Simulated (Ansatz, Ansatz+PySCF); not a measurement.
| atom | x (Å) | y (Å) | z (Å) |
| --- | --- | --- | --- |
| F | 0.0000 | 0.0000 | -1.0668 |
| F | 0.0000 | 0.0000 | 1.0668 |

Basis set: STO-3G (spherical functions). Frozen core: 2 orbitals. Charge 0, multiplicity 1.

Computed with Ansatz (development build ahead of 0.2.0); each method stands on the lowest determinant of its kind that the runs found. Restricted open shells among the atoms or ions are ROHF, correlated in semicanonical orbitals with singles. Restricted functionals stand beside restricted open-shell atoms, which can lie above the unrestricted atoms usual in DFT and then raise those values.

The atomization energy at this shape (free ground-state atoms in the same class of orbitals less the molecule, no zero-point energy) of singlet F2:

| method | atomization energy |
| --- | --- |
| PBE0 (unrestricted) | 3.69 kcal/mol |
| UHF-MP2 | 0.26 kcal/mol |
| RHF-MP2 | -52.93 kcal/mol |
| RHF | -177.97 kcal/mol |
| UHF | 0.16 kcal/mol |

Question: What does PBE0 (restricted) give?

Answer: -47.65 kcal/mol. Caution: the shape is not the minimum. Caution for PBE0 (unrestricted), UHF-MP2, UHF: the unrestricted determinant is a mixture of spin states. Caution for PBE0 (restricted), RHF-MP2, RHF: an unrestricted determinant lies well below; the molecule lies well above its atoms at this level. Caution for UHF-MP2, RHF-MP2: large amplitudes, a single reference is doubtful. Caution for UHF-MP2, UHF: the determinant may break the point group. Caution for RHF-MP2: the program doubts this total.

This basis has no polarisation functions and is too small for such energies, which can lie far from measured ones in either direction.
